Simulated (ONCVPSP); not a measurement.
Transferability test, ONCV potential for silver (Ag)

ONCVPSP 4.0.1 input, shortened (lines: element, Z, core and valence counts, functional; n l f; lmax; l rc ep ncon nbas qcut; lloc lpopt rc5 dvloc0; l nproj debl; icmod fcfact rcfact), PBEsol, scalar-relativistic:

```
  Ag 47.00    6    4  -116133      upf
    1    0    2.00
    2    0    2.00
    2    1    6.00
    3    0    2.00
    3    1    6.00
    3    2   10.00
    4    0    2.00
    4    1    6.00
    4    2   10.00
    5    0    1.00
    2
    0    1.35    0.00    4    7    7.70
    1    1.25    0.00    5    8   13.60
    2    1.25    0.00    3    8   14.70
    2    5    1.25    0.00
    0    3    3.10
    1    2    0.40
    2    0    1.60
    0    0.00    0.00
```

In the p channel the program set the typed energies aside and used -2.150, 0.250 Ha.

Energies are relative to the spin-unpolarised reference configuration 4s2 4p6 4d10 5s1; without spin polarisation the order of configurations can differ from experiment.

Give the all-electron excitation energy and the error of the potential for: 4s2 4p6 4d10 5s0; 4s2 4p6 4d9 5s0; 4s2 4p6 4d8 5s0; 4s2 4p6 4d10 5s0.5.

```json
{"valence configuration": "4s2 4p6 4d10 5s0", "charge": "+1", "ΔE all-electron (eV)": "7.746", "error AE − PS (meV)": "-1.2"}
{"valence configuration": "4s2 4p6 4d9 5s0", "charge": "+2", "ΔE all-electron (eV)": "29.860", "error AE − PS (meV)": "-2.6"}
{"valence configuration": "4s2 4p6 4d8 5s0", "charge": "+3", "ΔE all-electron (eV)": "66.042", "error AE − PS (meV)": "-3.5"}
{"valence configuration": "4s2 4p6 4d10 5s0.5", "charge": "+0.5", "ΔE all-electron (eV)": "3.020", "error AE − PS (meV)": "-0.5"}
```
